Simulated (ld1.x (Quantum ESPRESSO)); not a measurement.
cadmium (Cd), TM: configuration errors across variants

```json
{
 "Element": "cadmium",
 "Generator": "ld1.x (Quantum ESPRESSO) 7.5",
 "Type": "norm-conserving Troullier–Martins (Kleinman–Bylander form)",
 "Functional": "LDA (PZ)",
 "Relativity": "scalar-relativistic",
 "Frozen core": "[Kr]",
 "Valence charge": "12",
 "Reference configuration": "4d10 5s0.5 5p0 (charge +1.5)",
 "Partial waves": "5p (bound, empty): rc 2.20 bohr; 4d (bound): rc 1.75 bohr; 4f channel at 0.3 Ry: rc 2.20 bohr; 5s (bound): rc 2.20 bohr",
 "Local potential": "the s channel",
 "Core correction": "a·sin(br)/r model core inside 1.75 bohr"
}
```

All-electron excitation energies from the reference (eV): (1) 4d10 5s2 5p0 -17.361; (2) 4d10 5s1 5p0 -7.733; (3) 4d10 5s0 5p0 9.787; (4) 4d10 5s0 5p2 -7.448; (5) 4d8 5s0 5p0 102.321; (6) 4d10 5s1.5 5p0 -13.485; (7) 4d10 5s0.5 5p0 spin -0.055; (8) 4d10 5s1 5p0 spin -7.922.

Spin tests fill each open shell by Hund’s rule, majority spin first.

A true bound ghost makes a file unfit for plane-wave use even where its test errors are small: the radial tests pick states by their node count and pass the ghost by.

Errors AE − PS in meV (a dash: test not solved or not reliable):

| change | (1) | (2) | (3) | (4) | (5) | (6) | (7) | (8) | bound ghosts |
| --- | --- | --- | --- | --- | --- | --- | --- | --- | --- |
| base | -8.2 | -0.8 | -4.9 | +0.6 | -921 | -4.2 | +0.2 | +0.1 | none |
| all radii but the core radius scaled by about 0.75 (s 1.66, p 1.66, d 1.32, f 1.66 bohr) | +5.4 | +1.1 | -2.9 | +0.8 | -916 | +2.6 | +0.1 | +1.7 | p |
| all radii but the core radius scaled by about 0.83 (s 1.82, p 1.82, d 1.44, f 1.82 bohr) | -4.1 | -0.3 | -4.4 | +2.9 | -956 | -2.2 | 0.0 | 0.0 | p |
| all radii but the core radius scaled by about 0.94 (s 2.06, p 2.06, d 1.64, f 2.06 bohr) | -8.2 | -0.8 | -5.0 | +1.4 | -939 | -4.3 | +0.2 | +0.1 | none |
| all radii but the core radius scaled by about 1.06 (s 2.32, p 2.32, d 1.86, f 2.32 bohr) | -6.3 | -0.5 | -4.7 | -0.4 | -888 | -3.3 | 0.0 | 0.0 | none |
| all radii but the core radius scaled by about 1.14 (s 2.52, p 2.52, d 2.00, f 2.52 bohr) | -2.9 | -0.1 | -4.6 | -1.2 | -848 | -1.8 | -0.3 | -0.8 | none |
| all radii but the core radius scaled by about 1.24 (s 2.72, p 2.72, d 2.16, f 2.72 bohr) | +1.0 | -0.1 | -5.1 | -1.4 | – | -0.5 | -1.1 | -3.0 | none |
| all radii but the core radius scaled by about 1.30 (s 2.86, p 2.86, d 2.26, f 2.86 bohr) | +3.1 | -0.1 | -6.0 | -1.4 | -800 | -0.1 | -1.7 | -4.9 | none |

Q: Give the same row for: all radii but the core radius scaled by about 1.37 (s 3.02, p 3.02, d 2.40, f 3.02 bohr).

A: +4.6, -0.6, -7.7, -0.8, -679, -0.4, -2.6, -8.0; bound ghosts: none.
